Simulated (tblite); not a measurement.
Compound: C₇H₁₂F₂.
Z-matrix (Å and degrees, GFN2-xTB geometry), rows numbered from 1:
```
F 
C   1  1.3566
F   2  1.3574  1  105.93
C   2  1.5251  1  111.63  3  -121.20
C   4  1.5295  2  110.07  1   -64.92
C   5  1.5260  4  110.37  2   179.93
C   6  1.5255  5  110.53  4   -57.49
C   7  1.5255  6  110.38  5    57.77
C   8  1.5250  7  110.46  6   -57.89
H   2  1.1020  1  107.26  3   114.41
H   4  1.0957  2  106.64  1   176.33
H   5  1.0920  4  108.96  2    59.69
H   5  1.0927  4  109.96  2   -58.49
H   6  1.0923  5  109.40  4    63.07
H   6  1.0913  5  109.55  4  -178.87
H   7  1.0920  6  109.30  5   -62.52
H   7  1.0915  6  109.93  5   179.27
H   8  1.0924  7  109.44  6    62.69
H   8  1.0912  7  110.02  6  -178.96
H   9  1.0920  4  108.99  2   -59.30
H   9  1.0918  4  109.58  2    58.76
```

Method: GFN2-xTB as coded in tblite; computed harmonic values from a numerical Hessian at the method's own geometry, unscaled. Errors from tens to a few hundred cm⁻¹ against measured bands are possible. One conformer, not necessarily the lowest.

Harmonic wavenumbers (cm⁻¹): 68.7, 108.2, 180.2, 230.2, 247.2, 317.0, 359.7, 429.5, 446.6, 499.5, 531.2, 681.5, 823.9, 830.3, 896.0, 909.1, 934.5, 961.9, 979.7, 986.4, 1034.2, 1071.0, 1095.6, 1109.5, 1124.3, 1143.6, 1161.5, 1197.2, 1229.2, 1248.5, 1254.9, 1264.1, 1277.6, 1289.3, 1315.3, 1338.3, 1347.4, 1353.9, 1357.7, 1366.3, 1479.4, 1485.1, 1488.9, 1491.3, 1503.3, 2877.1, 2938.1, 2966.3, 2967.7, 2970.6, 2978.7, 2983.1, 2987.2, 2989.0, 2993.7, 2994.2, 2996.4.

A = 3045, B = 1032, C = 910.2 MHz; mass 134.091 u (most abundant isotopes); point group C1, symmetry number 1.

Q: What is the zero-point energy?

A: Half the sum of the wavenumbers: 39545 cm⁻¹ = 473.07 kJ/mol.

Q: Entropy at 500 K, 1 bar (ideal gas, RRHO, classical rotation)?

A: Translation 180.69, rotation 128.24, vibration 169.10: S = 478.0 J/(mol K).

Q: And Cp and H(500 K) − H(0)?

A: Cp = 239.20 J/(mol K), of which vibrations give 205.94 (their classical limit is 57 R = 473.9); H(500 K) − H(0) = 64.07 kJ/mol without the zero-point energy, 47.44 from vibrations.

Q: Blend soft modes into free rotors: weight 1/[1 + (100 cm⁻¹/ν̃)⁴] for the oscillator and the rest for a rotor with moment μB/(μ + B), μ = h/(8π²ν), B = 10⁻⁴⁴ kg m². What vibrational entropy results?

A: 162.02 J/(mol K) in place of 169.10, which changes −T·S at 500 K by +3.54 kJ/mol.

Q: What must be added to the electronic energy to get the Gibbs energy at 500 K and 1 bar?

A: ZPE + [H(500 K) − H(0)] − T·S = 473.07 + 64.07 − 239.02 = 298.12 kJ/mol.

Q: How do the functions run with temperature in this model?

A: 
```csv
T (K),S (J/(mol K)),Cp (J/(mol K)),H − H(0) (kJ/mol),G − H(0) (kJ/mol),ln q(vib)
100,275.5,64.4,4.62,-22.94,0.87
200,331.5,101.6,12.91,-53.40,2.62
300,380.8,146.3,25.22,-89.03,4.58
800,612.6,332.3,151.08,-339.03,15.93
1000,691.3,372.0,221.72,-469.57,20.55
```

q(vib) and H(0) count from the zero-point level.

Hindered rotation and anharmonicity are outside this model. Other conformers, if any are populated, would add a mixing term that is left out. The structure is chiral; the term R ln 2 for an equal mix with its mirror image is left out.
